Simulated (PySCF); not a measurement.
Species: cyclo-(F2SiS)2.
Geometry (PBE0-D3(BJ)/def2-SVP, Å), atoms numbered from 1 in this order:
```
atom  x, y, z in Å
Si1   -0.5718   -0.5124    1.0933
F2    -1.2411   -1.9579    1.2682
F3    -0.7527    0.2056    2.5147
S4     1.4586   -0.6175    0.4826
Si5    0.6062    0.4906   -1.1144
F6     0.7874   -0.2264   -2.5361
F7     1.2758    1.9363   -1.2883
S8    -1.4241    0.5961   -0.5035
```

NICS = −σ at a ghost point: NICS(0) at the centroid of the ring atoms, NICS(1) 1 Å to either side along the normal of their mean plane, zz for the tensor component along that normal. Level: GIAO B3LYP/pcSseg-1 (PySCF, non-relativistic, gas phase) on the PBE0-D3(BJ)/def2-SVP geometry, one conformer.

Ring bond lengths (Å): Si1–S4 2.123, S4–Si5 2.122, Si5–S8 2.123, S8–Si1 2.122.

Task: Give the NICS values of each ring in ppm.

Result: 
| ring | type | NICS(0) | NICS(1), two faces | NICS(1)zz, two faces | rms pucker (Å) | centre to ring atoms, mean (Å) |
| --- | --- | --- | --- | --- | --- | --- |
| Si1–S4–Si5–S8 | 4-membered ring with 2 S and 2 Si | -9.2 | -3.7 / -3.7 | 4.9 / 4.9 | 0.00 | 1.49 |

Task: What can be read from them?

Result: 
- Si1–S4–Si5–S8: mean NICS(1)zz 4.9 ppm, deshielded. Si1, Si5 have four or more neighbours, so the value isn't read as a sign of a π ring current. NICS(0) lies 6 ppm below the mean NICS(1).

Task: What field does 9.4 T along the ring normal induce along that normal at the first NICS(1) probe listed for ring Si1–S4–Si5–S8, 1 Å off the ring?

Result: NICSzz × B0 = 4.9 ppm × 9.4 T = 46 μT, along the applied field.

Task: How do the values depend on the level or the medium?

Result: 
```
              level  NICS(0), Si1–S4–Si5–S8  mean NICS(1)zz, Si1–S4–Si5–S8
B3LYP/pcSseg-1, gas                    -9.2                            4.9
 PBE0/pcSseg-1, gas                    -9.4                            4.7
```

The geometry is the same throughout.
